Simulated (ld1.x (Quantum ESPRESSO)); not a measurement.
## Varying the TM potential for Si (Z = 14)

Base potential:

ld1.x (Quantum ESPRESSO) 7.5 input, shortened:

```
&input
   title='Si', zed=14., rel=1, dft='PZ', iswitch=3,
   config='[Ne] 3s2 3p2 3d-2'
 /
 &inputp
   pseudotype=2, tm=.true., lloc=1,
   nlcc=.true., new_core_ps=.true., rcore=1.10
 /
3
3S  1  0   2.00   0.00  1.70  1.70  0.0
3D  3  2  -2.00  -0.10  1.80  1.80  0.0
3P  2  1   2.00   0.00  1.55  1.55  0.0
 &test
   configts(1)='3s2 3p2'
 /
```

Cutoffs, loose and tight: the cutoffs (Ry, on a coarse ladder) from which the occupation-weighted sum of valence levels, in a spherical-Bessel basis at the reference potential, stays within 10 and 1 mRy of its value at 400 Ry. They do not see the model core or the augmentation charge, which bear on the density cutoff. Test errors are all-electron minus pseudo excitation energies from the reference, over the configurations 3s2 3p1; 3s2 3p0; 3s1 3p0; 3s2 3p2.3; 3s1 3p3; 3s1 3p2; 3s0 3p4 (two spin-polarised tests are not counted in the largest error). A dash means not determined; rows that change the core or the reference have their own tests.

```tsv
change	outcome	cutoff, loose	cutoff, tight	bound ghosts	largest test error (meV)
base	generated	30 Ry	45 Ry	none	+38
core correction none	generated	30 Ry	45 Ry	none	+218
core correction Bessel-smoothed model core inside 0.74 bohr	generated	30 Ry	45 Ry	none	+37
core correction Bessel-smoothed model core inside 1.22 bohr	generated	30 Ry	45 Ry	none	+39
core correction Bessel-smoothed model core inside 1.58 bohr	generated	30 Ry	45 Ry	none	+55
core correction Bessel-smoothed model core inside 1.76 bohr	generated	30 Ry	45 Ry	none	+78
```
